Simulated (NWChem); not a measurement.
# CH3FO2W; SMILES [O]=[W]([F])([CH3])=[O]

No frequency run checked for a minimum. def2 effective core potentials on W; no spin-orbit coupling.

Q: Give the equilibrium geometry at PBE0/def2-SVP with def2 effective core potentials on W (NWChem) as a list of bonds and angles, with the point group.

A: point group Cs; any orientation.
Bonds (Å): W1–O2 1.698, W1–O3 1.698, W1–F4 1.871, W1–C5 2.097, C5–H6 1.103, C5–H7 1.103, C5–H8 1.101. Bond angles (°): O2–W1–O3 107.8, O2–W1–F4 114.4, O2–W1–C5 104.0, O3–W1–F4 114.4, O3–W1–C5 104.0, F4–W1–C5 111.4, W1–C5–H6 109.5, W1–C5–H7 109.6, W1–C5–H8 111.1, H6–C5–H7 109.6, H6–C5–H8 108.5, H7–C5–H8 108.5.
